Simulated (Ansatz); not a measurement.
Te(SiH3)2 (Si₂TeH₆). Total charge 0; singlet. Geometry r2SCAN-D4/def2-SVP; atoms count from 1.

```xyz
9

Te    1.278   -1.087   -0.589
Si   -1.225   -1.058   -0.787
H    -1.690    0.177   -1.487
H    -1.868   -1.119    0.560
H    -1.598   -2.262   -1.582
Si    1.263    1.025    0.769
H     2.688    1.333    1.086
H     0.491    0.839    2.034
H     0.661    2.152   -0.003
```

In the def2 sets Te takes a core potential; there is no spin–orbit coupling.

Q: Estimate the Mulliken populations from the PBE0/def2-TZVP orbitals of Ansatz.

A: 
| atom | charge (e) |
| --- | --- |
| Te1 | -0.10 |
| Si2 | 0.05 |
| H3 | 0.00 |
| H4 | 0.00 |
| H5 | 0.00 |
| Si6 | 0.05 |
| H7 | 0.00 |
| H8 | 0.00 |
| H9 | 0.00 |
Mulliken values depend strongly on the basis.

Q: And the Mayer bond orders between heavy atoms (over 0.3)?

A: Te1–Si2 1.11 (2.51 Å); Te1–Si6 1.11 (2.51 Å).
